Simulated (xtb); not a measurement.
A geometry relaxed with GFN2-xTB run with xtb 6.7.1, charge 0, multiplicity 1:

```xyz
9

H     -2.0874    -0.5937    -0.8081
H      1.3800    -0.2689     1.5917
Cl     2.6199    -0.9931    -0.8733
H     -1.5511     1.0307    -0.3142
Si     1.2955     0.0655     0.1726
O     -0.1068    -0.4222    -0.4669
H      1.5072     1.4958    -0.0333
H     -1.6451    -0.2732     0.8865
C     -1.4121    -0.0408    -0.1549
```

**Question.** Write the SMILES of this molecule.

**Answer.** `CO[SiH2]Cl`
